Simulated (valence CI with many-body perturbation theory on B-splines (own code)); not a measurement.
# S XII: electric-dipole lines

Method: configuration interaction combined with many-body perturbation theory (CI+MBPT): three valence electrons over a frozen Dirac-Fock core [He], radial functions for each j: 11 s, 11 p, 9 d, 7 f, 5 g, 2 h, 1 i, with the one-electron correlation potential Σ1, the two-electron term Σ2, the three-electron term Σ3, Breit, model QED; selected CI, second order for the rest, scaled by the run's own slope (own B-spline code, finite nucleus).

No measured spectrum was set against this ion. As an estimate, levels of excited configurations hold to 0.05 to 0.15 % of their energy, terms of the ground configuration to about 0.5 %.

Lines 151 to 200 of 240 in falling wavelength, among levels below 393.56 eV, chosen from the strongest by gf and those to the six lowest levels. Wavelengths and rates use the calculated energies, so an error of 300 cm⁻¹ moves a line at 3.717 nm by 0.011 % and its rate by three times that or more. Electric multipoles are in the length gauge, E1 and E2 with the static RPA response of the core. Weak lines are less certain than strong ones. Lines between different terms over intervals too small for the method are left out, as are lines whose strength nearly cancels. Where a level lies close to another of its J and parity, the split of strength between their lines is uncertain. The highest levels of a list are the least certain.

Names give the largest LS component (configuration and term), which can be under half, so a name can repeat, a term be missing and a line seem to break the LS rules; names also repeat where a configuration has a term twice. Letters in brackets count levels of one name in rising energy.

```
λ vac (nm)                 Upper           Lower   A (s⁻¹)  S (a.u.) with core polarisation  S without
     3.717  2s 2p 3d 2P°_1/2 [b]   2s 2p2 2P_1/2  3.63e+11                         1.84e-02   1.84e-02
     3.715  2s 2p 3d 2P°_3/2 [b]   2s 2p2 2P_1/2  3.77e+11                         3.82e-02   3.83e-02
     3.704      2s 2p 3d 2D°_3/2   2s 2p2 2S_1/2  1.22e+11                         1.23e-02   1.23e-02
     3.701        2p2 3p 2S°_1/2   2s 2p2 2P_3/2  3.41e+11                         1.70e-02   1.70e-02
     3.682  2s 2p 3d 2P°_1/2 [b]   2s 2p2 2S_1/2  1.03e+12                         5.06e-02   5.07e-02
     3.681  2s 2p 3d 2P°_3/2 [b]   2s 2p2 2S_1/2  4.39e+11                         4.33e-02   4.33e-02
     3.676      2s 2p 3d 4F°_3/2   2s 2p2 4P_5/2  1.01e+09                         9.86e-05   9.88e-05
     3.673      2s 2p 3d 4F°_5/2   2s 2p2 4P_5/2  1.47e+10                         2.16e-03   2.17e-03
     3.668      2s 2p 3d 4F°_7/2   2s 2p2 4P_5/2  7.13e+10                         1.39e-02   1.39e-02
     3.667      2s 2p 3d 4F°_3/2   2s 2p2 4P_3/2  1.21e+10                         1.18e-03   1.18e-03
     3.664      2s 2p 3d 4F°_5/2   2s 2p2 4P_3/2  3.94e+10                         5.74e-03   5.76e-03
     3.661      2s 2p 3d 4F°_3/2   2s 2p2 4P_1/2  1.02e+10                         9.90e-04   9.92e-04
     3.658         2s2 3d 2D_3/2  2s2 2p 2P°_3/2  3.18e+11                         3.07e-02   3.08e-02
     3.656         2s2 3d 2D_5/2  2s2 2p 2P°_3/2  1.90e+12                         2.76e-01   2.76e-01
     3.642      2s 2p 3d 4D°_3/2   2s 2p2 4P_5/2  9.23e+09                         8.81e-04   8.82e-04
     3.642      2s 2p 3d 4D°_5/2   2s 2p2 4P_5/2  3.93e+10                         5.61e-03   5.62e-03
     3.640         2s2 3d 2D_3/2  2s2 2p 2P°_1/2  1.61e+12                         1.53e-01   1.53e-01
     3.637  2s 2p 3s 2P°_3/2 [b]   2s 2p2 4P_5/2  8.85e+09                         8.40e-04   8.43e-04
     3.635  2s 2p 3s 2P°_3/2 [c]   2s 2p2 4P_5/2  5.86e+09                         5.56e-04   5.57e-04
     3.634      2s 2p 3d 4D°_7/2   2s 2p2 4P_5/2  2.89e+12                         5.47e-01   5.48e-01
     3.634  2s 2p 3d 2D°_5/2 [a]   2s 2p2 4P_5/2  3.75e+11                         5.32e-02   5.34e-02
     3.633      2s 2p 3d 4D°_1/2   2s 2p2 4P_3/2  2.79e+11                         1.32e-02   1.33e-02
     3.633      2s 2p 3d 4D°_3/2   2s 2p2 4P_3/2  1.01e+12                         9.54e-02   9.56e-02
     3.633      2s 2p 3d 4D°_5/2   2s 2p2 4P_3/2  1.99e+12                         2.83e-01   2.84e-01
     3.628  2s 2p 3s 2P°_3/2 [b]   2s 2p2 4P_3/2  8.06e+10                         7.60e-03   7.62e-03
     3.627      2s 2p 3d 4D°_1/2   2s 2p2 4P_1/2  2.64e+12                         1.24e-01   1.25e-01
     3.627      2s 2p 3d 4D°_3/2   2s 2p2 4P_1/2  1.57e+12                         1.48e-01   1.48e-01
     3.626  2s 2p 3s 2P°_3/2 [c]   2s 2p2 4P_3/2  5.72e+10                         5.39e-03   5.40e-03
     3.625  2s 2p 3d 2D°_5/2 [a]   2s 2p2 4P_3/2  5.04e+11                         7.11e-02   7.12e-02
     3.624      2s 2p 3d 4P°_5/2   2s 2p2 4P_5/2  1.57e+12                         2.21e-01   2.21e-01
     3.622  2s 2p 3s 2P°_3/2 [b]   2s 2p2 4P_1/2  5.45e+10                         5.12e-03   5.13e-03
     3.622      2s 2p 3d 4P°_3/2   2s 2p2 4P_5/2  8.38e+11                         7.86e-02   7.88e-02
     3.621  2s 2p 3s 2P°_1/2 [b]   2s 2p2 4P_1/2  1.56e+10                         7.31e-04   7.33e-04
     3.620  2s 2p 3s 2P°_3/2 [c]   2s 2p2 4P_1/2  4.79e+10                         4.49e-03   4.50e-03
     3.615      2s 2p 3d 4P°_5/2   2s 2p2 4P_3/2  6.34e+09                         8.88e-04   8.92e-04
     3.613      2s 2p 3d 4P°_3/2   2s 2p2 4P_3/2  6.40e+11                         5.96e-02   5.97e-02
     3.611      2s 2p 3d 4P°_1/2   2s 2p2 4P_3/2  1.55e+12                         7.21e-02   7.22e-02
     3.607      2s 2p 3d 4P°_3/2   2s 2p2 4P_1/2  2.12e+11                         1.96e-02   1.96e-02
     3.605      2s 2p 3d 4P°_1/2   2s 2p2 4P_1/2  7.92e+10                         3.66e-03   3.67e-03
     3.596  2s 2p 3d 2F°_7/2 [b]   2s 2p2 2D_5/2  1.51e+12                         2.78e-01   2.78e-01
     3.595  2s 2p 3d 2F°_5/2 [b]   2s 2p2 2D_5/2  1.11e+11                         1.52e-02   1.53e-02
     3.595  2s 2p 3d 2F°_5/2 [b]   2s 2p2 2D_3/2  1.56e+12                         2.15e-01   2.15e-01
     3.580      2s 2p 3d 2D°_3/2   2s 2p2 2D_3/2  2.28e+11                         2.07e-02   2.07e-02
     3.579  2s 2p 3d 2D°_5/2 [b]   2s 2p2 2D_5/2  1.81e+11                         2.45e-02   2.46e-02
     3.578  2s 2p 3d 2D°_5/2 [b]   2s 2p2 2D_3/2  1.35e+10                         1.83e-03   1.83e-03
     3.560  2s 2p 3d 2P°_1/2 [b]   2s 2p2 2D_3/2  4.44e+10                         1.98e-03   1.98e-03
     3.559  2s 2p 3d 2P°_3/2 [b]   2s 2p2 2D_3/2  6.91e+08                         6.15e-05   6.16e-05
     3.555  2s 2p 3d 2P°_3/2 [a]   2s 2p2 4P_3/2  1.23e+09                         1.09e-04   1.09e-04
     3.549  2s 2p 3d 2P°_3/2 [a]   2s 2p2 4P_1/2  1.10e+09                         9.68e-05   9.69e-05
     3.543  2s 2p 3d 2P°_1/2 [a]   2s 2p2 4P_1/2  3.14e+09                         1.38e-04   1.38e-04
```
